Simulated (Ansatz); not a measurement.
## What each rung costs, and what it gives

Saddle point of BHBrCl2F, singlet (BBrCl₂ ([Cl][B]([Cl])[Br]) + HF → BCl₂F ([F][B]([Cl])[Cl]) + HBr; bonds formed: B1–F6, Br2–H5; bonds broken: B1–Br2, H5–F6), PBE0-D4/def2-TZVP structure:

B1  (-0.235, -0.394, 0.103)
Br2  (-0.540, 1.671, -0.624)
Cl3  (-0.551, -1.573, -1.159)
Cl4  (-0.904, -0.615, 1.710)
H5  (0.966, 0.975, -0.207)
F6  (1.263, -0.064, 0.177)
(Å)

Barriers are electronic and count from the start structure reached by relaxing down the imaginary mode.

Computed with Ansatz 0.2.0 (basis: as named in each row); correlated methods freeze the cores. Filled d shells of the heavier atoms are correlated. The def2 sets are not built for correlating such inner shells, so the correlated values are less sure here. B3LYP uses VWN-RPA correlation. Extrapolation: Hartree–Fock as exp(−7.88 √X), correlation as X^−2.97.

Times are rough, for one single point on 4 threads of a shared host (Arm Neoverse V1).

The estimate by CCSD(T) at an estimated basis limit (MP2 extrapolated from triple and quadruple zeta, plus CCSD(T) − MP2 in triple zeta) is 18.78 kcal/mol.

| method | basis | time (s) | barrier (kcal/mol) | method less estimate |
| --- | --- | --- | --- | --- |
| HF | STO-3G | under 1 | -4.68 | -23.45 |
| PBE-D4 | STO-3G | under 1 | -43.42 | -62.20 |
| SPW92 | def2-SVP | under 1 | -5.04 | -23.81 |
| PBE-D4 | def2-SVP | 1 | 5.15 | -13.63 |
| B3LYP-D4 | 6-31G | 1 | 10.72 | -8.06 |
| SPW92 | def2-TZVPP | 1 | 2.68 | -16.09 |
| PBE0-D4 | def2-SVP | 1 | 9.59 | -9.19 |
| PBE-D4 | def2-TZVPP | 2 | 12.09 | -6.69 |
| BLYP-D4 | def2-TZVPP | 2 | 15.61 | -3.17 |
| CCSD(T) | def2-SVP | 3 | 18.76 | -0.02 |
| B3LYP-D4 | def2-TZVPP | 3 | 17.32 | -1.45 |
| BHLYP-D4 | def2-TZVPP | 3 | 20.45 | 1.68 |
| CAM-B3LYP-D4 | def2-TZVPP | 4 | 16.23 | -2.54 |
| PBE0-D4 | def2-TZVPP | 4 | 14.83 | -3.95 |
| r2SCAN-D4 | def2-TZVPP | 5 | 13.01 | -5.76 |
| RPA on PBE | def2-TZVPP | 5 | 18.20 | -0.58 |
| wB97M-V | def2-SVP | 6 | 9.26 | -9.52 |
| B2PLYP | def2-TZVPP | 6 | 18.14 | -0.64 |
| r2SCAN0-D4 | def2-TZVPP | 6 | 15.19 | -3.59 |
| PBE-QIDH | def2-TZVPP | 6 | 16.73 | -2.04 |
| B97M-V | def2-TZVPP | 8 | 17.39 | -1.38 |
| wB97X-V | def2-TZVPP | 8 | 16.47 | -2.31 |
| wB97M-V | def2-TZVPP | 11 | 15.64 | -3.14 |
| MP2 | def2-QZVPP | 19 | 17.57 | -1.21 |
| CCSD(T) | def2-TZVPP | 46 | 18.69 | -0.08 |

All methods are single points on the PBE0-D4 structures; a negative value means that the method puts the saddle structure below the start.

T1 diagnostic: at most 0.010.

Labels in which every atom is bracketed show which atoms are joined, not bond orders.
